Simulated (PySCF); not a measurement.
This PySCF input asks for the NMR shieldings of `O(C=C)[Si@](O)([SiH3])C1CC1`, C5H12O2Si2; the geometry comes from GFN2-xTB.

```python
import basis_set_exchange as bse
import numpy as np
from pyscf import gto, dft
from pyscf.prop import nmr

atoms = """
C     3.348393    0.259685    0.088009
C     2.623342   -0.799850    0.396404
O     1.316489   -0.970130    0.142435
Si    0.153683    0.031457   -0.457682
O     0.511197    0.495434   -1.987126
Si   -0.112957    2.036505    0.633674
C    -1.312157   -1.151546   -0.440845
C    -2.693566   -0.579962   -0.578641
C    -2.259946   -1.163281    0.723811
H     2.923173    1.105031   -0.421624
H     4.390519    0.305357    0.338821
H     3.049166   -1.660797    0.898775
H     0.756530   -0.139443   -2.659180
H    -0.704338    1.849195    1.966121
H     1.138653    2.779610    0.844785
H    -1.009383    2.958832   -0.070842
H    -1.159291   -2.114873   -0.917235
H    -2.796638    0.493538   -0.641076
H    -3.422920   -1.118194   -1.166192
H    -2.065864   -0.491731    1.547268
H    -2.683005   -2.107893    1.032249
"""
names = dict.fromkeys(["C", "O", "Si", "H"], "pcSseg-1")
basis = {el: gto.basis.parse(bse.get_basis(n, elements=[el], fmt="nwchem")) for el, n in names.items()}
mol = gto.M(atom=atoms, basis=basis, charge=0, verbose=0)
mf = dft.RKS(mol, xc="PBE0")
mf.grids.level = 2
mf.grids.alignment = dft.numint.BLKSIZE   # the property module wants whole blocks of grid points
mf.conv_tol = 1e-9
mf.kernel()

calc = nmr.RKS(mf)   # GIAO
C = mf.mo_coeff
Co = C[:, mf.mo_occ > 0]
resp = mf.gen_response(singlet=True, hermi=2)
def vind(x):   # induced exchange potential for any number of trial vectors
    d = np.einsum("pi,xij,qj->xpq", C, 2 * x.reshape(-1, C.shape[1], Co.shape[1]), Co, optimize=True)
    return np.einsum("xpq,pi,qj->xij", resp(d - d.transpose(0, 2, 1)), C, Co, optimize=True).ravel()
mo1, _ = nmr.rhf.solve_mo1(calc, with_cphf=vind)
sigma = calc.kernel(mo1)
for i, s in enumerate(sigma):   # ppm
    print("%2d %-2s %9.2f" % (i, mol.atom_pure_symbol(i), np.trace(s) / 3))
```

Question: What are the results?

Answer: 
```
 0 C      89.15
 1 C      31.54
 2 O     178.03
 3 Si    349.29
 4 O     268.07
 5 Si    487.06
 6 C     182.84
 7 C     186.51
 8 C     184.97
 9 H      26.94
10 H      27.28
11 H      25.04
12 H      29.47
13 H      28.73
14 H      28.20
15 H      28.59
16 H      31.76
17 H      31.65
18 H      31.21
19 H      31.50
20 H      31.17
```

These numbers come from an equivalent density-fitted implementation of the same equations, which agrees with the script to about 0.01 ppm for H and up to a few tenths of a ppm for heavy atoms, so last digits may differ.

Size and cost of the density-fitted run: 227 basis functions, 63 s wall time on 1 thread of an Arm Neoverse V1, shared host; peak memory 1.1 GiB.
